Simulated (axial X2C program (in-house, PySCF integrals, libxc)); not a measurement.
# GaSe⁻: cheaper levels and CCSD(T), 2c

Computed with an in-house relativistic program for diatomic molecules. Two-component (2c) means X2C with spin–orbit coupling and atomic mean-field two-electron Coulomb and Gaunt terms. Basis: Se dyall-acv3z [9s10p7d5f1g], Ga dyall-acv3z [10s10p8d5f1g] (cores contracted in-house); Gaussian nuclei, density fitting, unrestricted open shells. Masses: Se 79.917 u, Ga 68.926 u.

State: Ω = 0 (closed shell); fragments Se- + Ga.

```
 level  Re (Å)  ωe (cm⁻¹)  De (eV)
  PBE0   2.256      315.8      n/a
    HF   2.259      327.0      n/a
   MP2   2.277      315.4     3.89
  CCSD   2.274      317.4     3.60
PBEsol   2.259      307.1      n/a
```

Correlated methods: 10 electrons correlated (number of frozen shells: Se 3 s, 2 p, 1 d; Ga 3 s, 2 p, 1 d), 338 virtual spin orbitals or spinors in MP2, 90 natural virtuals in coupled cluster.

CCSD(T), same Hamiltonian and basis:

Re = 2.284 Å, ωe = 310.3 cm⁻¹, De = 3.76 eV; T1 = 0.020 (Lee–Taylor normalisation).

Give the differences from CCSD(T) in the columns below.



```json
{"level": "PBE0", "ΔRe (Å)": "-0.028", "Δωe (cm⁻¹)": "6", "ΔDe (eV)": "n/a"}
{"level": "HF", "ΔRe (Å)": "-0.025", "Δωe (cm⁻¹)": "17", "ΔDe (eV)": "n/a"}
{"level": "MP2", "ΔRe (Å)": "-0.007", "Δωe (cm⁻¹)": "5", "ΔDe (eV)": "0.13"}
{"level": "CCSD", "ΔRe (Å)": "-0.010", "Δωe (cm⁻¹)": "7", "ΔDe (eV)": "-0.16"}
{"level": "PBEsol", "ΔRe (Å)": "-0.025", "Δωe (cm⁻¹)": "-3", "ΔDe (eV)": "n/a"}
```

The state is a single determinant with fixed occupations, the lowest that a limited PBE0 search found. The closed shell is kept restricted, so the energy runs too high when the bond is stretched far. De is counted from the lowest determinant-based energies of the atoms at the same level, without counterpoise correction. De is not given where an atomic determinant may have missed its ground term or J level, or where the truncated virtual space spoils (T). CCSD and (T) use frozen natural virtuals with an MP2 correction for the truncation; (T) itself is uncorrected, so its De runs slightly low. The functionals have no current-density term, which raises determinants with orbital currents, atoms included. The highest occupied level of some functionals is positive through self-interaction error; at Hartree–Fock it is bound. With the outer-core shells frozen, correlated bond lengths of heavy atoms tend to come out a few hundredths of an ångström too long.
